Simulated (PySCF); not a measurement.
# ECD: `C[C@H]1O[S@@](=O)O[C@@H]1F`, C3H5FO3S

Cartesian coordinates in Å; atom numbers follow the order of the lines, from 1:
```xyz
13

C    -1.359   -0.671   -0.337
C    -0.446    0.189    0.529
O     0.477   -0.606    1.228
S     2.043   -0.560    0.649
O     2.389   -1.815    0.074
O     1.563    0.466   -0.637
C     0.424    1.129   -0.331
F     0.727    2.256    0.417
H    -2.115   -0.056   -0.816
H    -0.771   -1.182   -1.096
H    -1.844   -1.417    0.286
H    -1.021    0.777    1.254
H    -0.072    1.492   -1.238
```

Level of theory: TDDFT B3LYP/def2-SVPD circular dichroism and optical rotation, one conformer, gas phase in PySCF 2.14.0. Geometry: GFN2-xTB.

States above about 8.2 eV (minus the energy of the highest occupied orbital) lie near or above the ionisation threshold and depend on the basis.

Task: What are the CIP labels of the stereocentres?

Result: C2 R, S4 R, C7 R.

Task: List the lowest 16 singlet excitations with oscillator and rotatory strengths.

Result: Rotatory strengths R in 10⁻⁴⁰ esu² cm², velocity form and length form (origin at the centre of mass); f in length form.
```tsv
state	E (eV)	λ (nm)	f	R (velocity)	R (length)	main
1	5.78	215	0.023	+29.6	+28.6	HOMO→LUMO 0.95
2	6.53	190	0.002	+0.5	-0.2	HOMO−1→LUMO 0.95
3	7.23	171	0.007	+9.1	+9.3	HOMO−2→LUMO 0.83
4	7.37	168	0.038	-4.9	-3.3	HOMO→LUMO+1 0.37, HOMO→LUMO+2 0.34
5	7.66	162	0.005	-4.9	-5.0	HOMO→LUMO+1 0.52, HOMO→LUMO+2 0.43
6	7.76	160	0.003	-6.3	-6.8	HOMO−3→LUMO 0.69, HOMO−4→LUMO 0.20
7	7.96	156	0.025	-22.5	-20.3	HOMO→LUMO+3 0.51, HOMO→LUMO+5 0.12
8	8.00	155	0.067	-7.0	-7.9	HOMO→LUMO+3 0.31, HOMO−1→LUMO+2 0.23
9	8.19	151	0.025	-11.1	-11.0	HOMO→LUMO+5 0.37, HOMO−1→LUMO+1 0.13
10	8.33	149	0.020	-5.0	-4.8	HOMO→LUMO+4 0.92
11	8.39	148	0.016	+12.4	+14.1	HOMO→LUMO+5 0.38, HOMO−5→LUMO 0.36
12	8.47	146	0.014	-15.5	-16.2	HOMO−1→LUMO+1 0.51, HOMO−1→LUMO+2 0.36
13	8.56	145	0.022	-7.6	-8.0	HOMO−5→LUMO 0.41, HOMO−1→LUMO+2 0.12
14	8.74	142	0.002	+0.3	+1.0	HOMO−2→LUMO+2 0.49, HOMO−2→LUMO+1 0.33
15	8.86	140	0.006	+0.2	+1.6	HOMO→LUMO+6 0.61, HOMO−1→LUMO+3 0.26
16	8.99	138	0.020	+14.5	+14.0	HOMO−6→LUMO 0.49, HOMO−1→LUMO+3 0.17
```

For state 2 the two forms differ in sign, so the sign of R isn't settled.

Among the states computed, the strongest CD band (largest |R|) is state 1. The largest dissymmetry factor in size, g = 4R/(D+G), with D and G the electric and magnetic dipole strengths, is -0.023 for state 6 (velocity form, f = 0.003), among bands with |R| over 0.5. The mirror image has the same energies and oscillator strengths and all R with the opposite sign.
